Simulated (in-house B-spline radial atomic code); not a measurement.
Response of Tc VIII (Tc7+) as one setting changes: the share of exact exchange in a PBE hybrid. A dash marks a strongly mixed or unbound state. Computed with an all-electron radial atomic-structure program (B-spline basis): linear response of the closed shell [Ar] 3d10 4s2 4p6 with the functional's adiabatic kernel; scalar-relativistic (spin-free one-electron X2C), finite nucleus, no spin-orbit coupling, no double excitations, S, P, D and F terms only; shells from n = 2 respond. Only terms of natural parity with L up to 3 were computed.

```
share of exact exchange in a PBE hybrid  lowest 1P (eV)  lowest 3P, Tamm-Dancoff (eV)  minus highest occupied level (eV)  α (bohr³)
                                      0   4p → 4d 56.53                 4p → 4d 42.41                             142.21      1.438
                                    0.1               ?                             ?                                  ?          ?
                                    0.2   4p → 4d 56.62                 4p → 4d 42.44                             144.44      1.436
                                    0.3   4p → 4d 56.66                 4p → 4d 42.45                             145.55      1.435
                                    0.4   4p → 4d 56.70                 4p → 4d 42.46                             146.67      1.435
                                    0.5   4p → 4d 56.74                 4p → 4d 42.48                             147.78      1.434
                                    0.6   4p → 4d 56.78                 4p → 4d 42.49                             148.89      1.433
                                    0.7               ?                             ?                                  ?          ?
                                    0.8   4p → 4d 56.86                 4p → 4d 42.51                             151.12      1.432
                                    0.9   4p → 4d 56.90                 4p → 4d 42.52                             152.23      1.431
                                      1   4p → 4d 56.93                 4p → 4d 42.54                             153.34      1.431
```

What belongs in the row for 0.1?

lowest 1P (eV): 4p → 4d 56.57; lowest 3P, Tamm-Dancoff (eV): 4p → 4d 42.42; minus highest occupied level (eV): 143.33; α (bohr³): 1.437.

What belongs in the row for 0.7?

lowest 1P (eV): 4p → 4d 56.82; lowest 3P, Tamm-Dancoff (eV): 4p → 4d 42.50; minus highest occupied level (eV): 150.01; α (bohr³): 1.433.
